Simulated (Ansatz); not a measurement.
Consider the redistribution: `C[Si@@H](O)O[Si@H](O)Cl` + `[CH3][Sn]([F])([F])[F]` → `C[Si@H](O)O[Si@@H](O)F` + `[CH3][Sn]([F])([F])[Cl]`.

Gas-phase electronic energies from Ansatz, PBE0-D4/def2-TZVP geometries. CCSD(T)/CBS is the MP2 limit (def2-TZVPP, def2-QZVPP) plus CCSD(T) − MP2 in def2-TZVPP, frozen cores. Functionals use def2-TZVPP. B3LYP here is the variant with VWN-RPA as its local correlation; programs differ in this. Elements past krypton have def2 core potentials. For Sn outer-core shells are correlated without core-valence functions, which leaves a few kJ/mol of doubt a bond. Each species was taken in one conformer, which may not be the lowest.

```
                  species  B3LYP-D4 energy (Eh)
`C[Si@@H](O)O[Si@H](O)Cl`           -1307.69520
 `[CH3][Sn]([F])([F])[F]`            -554.08591
 `C[Si@H](O)O[Si@@H](O)F`            -947.37118
`[CH3][Sn]([F])([F])[Cl]`            -914.44196
```

(1) Work out ΔE.

Largest T1 diagnostic among the species: 0.014.

Answers

(1) ΔE = (-947.37118) + (-914.44196) − (-1307.69520) − (-554.08591) = -0.03203 Eh = -84.1 kJ/mol. CCSD(T)/CBS gives -85.5 kJ/mol.

From PBE to PBE0 (25 % exact exchange), in def2-TZVPP and without D4, ΔE moves by −6.6 kJ/mol. The D4 term adds +3.1 kJ/mol with B3LYP and +1.7 kJ/mol with PBE0; it sums over pairs of atoms, weighted by their polarisabilities, and B3LYP, whose exchange is more repulsive, gets the larger term.
